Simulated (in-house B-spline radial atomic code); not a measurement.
A run on Er (an excited or competing configuration) that did not converge. Method: scalar-relativistic (X2C) wB97X, spin-polarised, spherical fractional occupations, Fermi nucleus of rms radius 5.2516 fm; computed with a B-spline radial code for spherical atoms.

Command:
```bash
python run_scf.py task.json out
```
Settings (nuclear radius in fm, mass in u):
```
Z                68
configuration    [Kr] 4d10 4f12 5s2 5p5 6s2 6d1
hamiltonian      x2c
method           wb97x
spin_polarised   True
nucleus          fermi
rms_radius       5.2516
atomic_mass      165.9303
speed_of_light   137.035999084
```

First and last ten iterations of the last attempt (damped for 15 steps, keeping 80 % of the old Fock matrix, then DIIS):
```
 iter        energy (Eh)    residual
    1      -13084.447340    5.06e-01
    2      -13084.941924    1.41e-01
    3      -13085.161587    7.06e-02
    4      -13085.207493    4.34e-02
    5      -13085.221254    2.94e-02
    6      -13085.227233    2.06e-02
    7      -13085.230461    1.48e-02
    8      -13085.232262    1.07e-02
    9      -13085.233428    7.83e-03
   10      -13085.234105    5.74e-03
  111      -13085.236449    2.50e-04
  112      -13085.236449    2.54e-04
  113      -13085.236449    2.69e-04
  114      -13085.236448    2.99e-04
  115      -13085.236449    2.42e-04
  116      -13085.236453    3.42e-04
  117      -13085.236453    3.72e-04
  118      -13085.236450    3.21e-04
  119      -13085.236449    3.13e-04
  120      -13085.236450    3.06e-04
 not converged after 120 iterations
```

The smallest residual met was 1.5e-04; the threshold is about 7e-07. Over the last five steps the energy moves by less than 8e-06 hartree, but the orbitals didn't meet the threshold. Cost of the run: 44 s on 1 thread of Arm Neoverse V2, on a shared host.
